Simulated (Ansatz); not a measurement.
Results of the Gaussian-basis code of Ansatz.

Basis-set series for C2H4OSTeZn. The species carries charge 0 and has multiplicity 1. Te: def2 effective core potential. The bonds changed during the relaxation, so this is another structure than the one it started from. Geometry: relaxed with PBE0-D4/def2-TZVP. It is one conformer, not always the lowest.

```xyz
10

S     1.7794   -0.0105    0.8081
C     0.6044    0.6587   -0.1143
Te    0.9637    2.4867   -1.0248
C    -0.7350   -0.0055   -0.3286
O    -0.9289   -1.1904    0.2802
Zn    0.3681   -1.9934    1.3363
H    -0.5404    2.5386   -1.7321
H    -0.8438   -0.0743   -1.4297
H    -1.4808    0.7543   -0.0199
H     0.8133   -3.1643    2.2246
```

```tsv
functional	basis	functions	energy (Eh)	HOMO (eV)	LUMO (eV)
PBE0-D4	def2-SVP	137	-2598.39595	-6.88	-2.65
PBE0-D4	def2-TZVPP	305	-2598.97923	-7.04	-2.78
ωB97M-V	def2-SVP	137	-2598.72766	-8.96	-0.59
ωB97M-V	def2-TZVPP	305	-2599.31561	-9.12	-0.80
```

Question: Give the rows for def2-QZVPP. (Estimate.)

Answer: The calculation gave: 
| functional | basis | functions | energy (Eh) | HOMO (eV) | LUMO (eV) |
| --- | --- | --- | --- | --- | --- |
| PBE0-D4 | def2-QZVPP | 543 | -2599.04579 | -7.06 | -2.81 |
| ωB97M-V | def2-QZVPP | 543 | -2599.37993 | -9.13 | -0.84 |

Scalar relativity is left out up to krypton.
